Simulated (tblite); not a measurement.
Compound: C6H10P (charge +1).
Atom-mapped SMILES: `[CH3:1][C:2]1=[C:3]([CH3:4])[PH2+:5][CH:6]=[CH:7]1` (hydrogens: H8, H9, H10 on C1; H11, H12, H13 on C4; H14, H15 on P5; H16 on C6; H17 on C7)

The geometry is computed with GFN2-xTB (gas phase).

Task: List the bond lengths, angles and torsions at this level.

Result: 
```json
{"bond": "C1–C2", "length (bohr)": "2.796"}
{"bond": "C2=C3", "length (bohr)": "2.570"}
{"bond": "C3–C4", "length (bohr)": "2.818"}
{"bond": "C3–P5", "length (bohr)": "3.395"}
{"bond": "P5–C6", "length (bohr)": "3.373"}
{"bond": "C6=C7", "length (bohr)": "2.542"}
{"bond": "C2–C7", "length (bohr)": "2.773"}
{"bond": "C1–H8, C1–H9, C1–H10", "length (bohr)": "2.056"}
{"bond": "C4–H11, C4–H12, C4–H13", "length (bohr)": "2.058"}
{"bond": "P5–H14, P5–H15", "length (bohr)": "2.599"}
{"bond": "C6–H16", "length (bohr)": "2.032"}
{"bond": "C7–H17", "length (bohr)": "2.038"}
```

Bonds in one row agree within 0.02 bohr and their mean is given. A selection of angles:
```json
{"angle": "C2–C1–H8", "degrees": "109.8"}
{"angle": "C2–C1–H10", "degrees": "111.9"}
{"angle": "H8–C1–H9", "degrees": "107.0"}
{"angle": "H8–C1–H10", "degrees": "109.1"}
{"angle": "C1–C2–C3", "degrees": "125.7"}
{"angle": "C1–C2–C7", "degrees": "119.9"}
{"angle": "C3–C2–C7", "degrees": "114.4"}
{"angle": "C2–C3–C4", "degrees": "128.8"}
{"angle": "C2–C3–P5", "degrees": "107.4"}
{"angle": "C4–C3–P5", "degrees": "123.8"}
{"angle": "C3–C4–H11", "degrees": "110.6"}
{"angle": "H11–C4–H12", "degrees": "108.4"}
{"angle": "C3–P5–C6", "degrees": "94.5"}
{"angle": "C3–P5–H14", "degrees": "114.3"}
{"angle": "C3–P5–H15", "degrees": "114.8"}
{"angle": "C6–P5–H14", "degrees": "113.4"}
{"angle": "H14–P5–H15", "degrees": "105.9"}
{"angle": "P5–C6–C7", "degrees": "107.2"}
{"angle": "P5–C6–H16", "degrees": "125.4"}
{"angle": "C7–C6–H16", "degrees": "127.4"}
{"angle": "C6–C7–H17", "degrees": "123.5"}
{"angle": "C2–C7–C6", "degrees": "116.5"}
{"angle": "C2–C7–H17", "degrees": "120.0"}
```

Torsions: C1–C2–C3–C4 -1° (synperiplanar); C2–C3–P5–C6 1° (synperiplanar); C3–P5–C6–C7 -1° (synperiplanar); P5–C6–C7–C2 0° (synperiplanar); C1–C2–C7–C6 180° (antiperiplanar). The mirror-image conformer, all signs reversed, is as good.

C7 (alkene CH carbon) is planar (angles 123.5°, 120.0° and 116.5°, sum 360.0°, 0.00 Å off the plane of its three neighbours). C2 (fully substituted alkene carbon) is planar (angles 125.7°, 119.9° and 114.4°, sum 360.0°, 0.00 Å off the plane of its three neighbours). The C–C distances run from 1.345 Å (C6=C7, drawn double) to 1.491 Å (C3–C4, drawn single), a spread of 0.146 Å. The 5-membered ring C2–C3–P5–C6–C7 has internal angles of 94.5° to 116.5° (sum 540°, against 540° for a flat polygon); it is planar, 0.00 Å rms from its mean plane, widest ring torsion 1°. C3 (fully substituted alkene carbon) is planar (angles 128.8°, 123.8° and 107.4°, sum 360.0°, 0.00 Å off the plane of its three neighbours). C6 (alkene CH carbon) is planar (angles 127.4°, 125.4° and 107.2°, sum 360.0°, 0.00 Å off the plane of its three neighbours). Of the pairs four or more bonds apart, C4···H10 is among the closest relative to their van der Waals radii: 2.75 Å, 95 % of the sum of Bondi's values.

Point group: near Cs, missed by 0.17 Å at most; the miss may be what the optimiser left on a soft mode. Its GFN2-xTB frequencies are all real (lowest 75 cm⁻¹). 2 starts were optimised and ended at 0.00 and 0.41 kcal/mol (GFN2-xTB); the lowest of these is shown.

The run took 0.47 s wall on one thread of an Arm Neoverse V1, shared host with 32 logical CPUs at a one-minute load of 18. That covers the optimisation of the geometry.
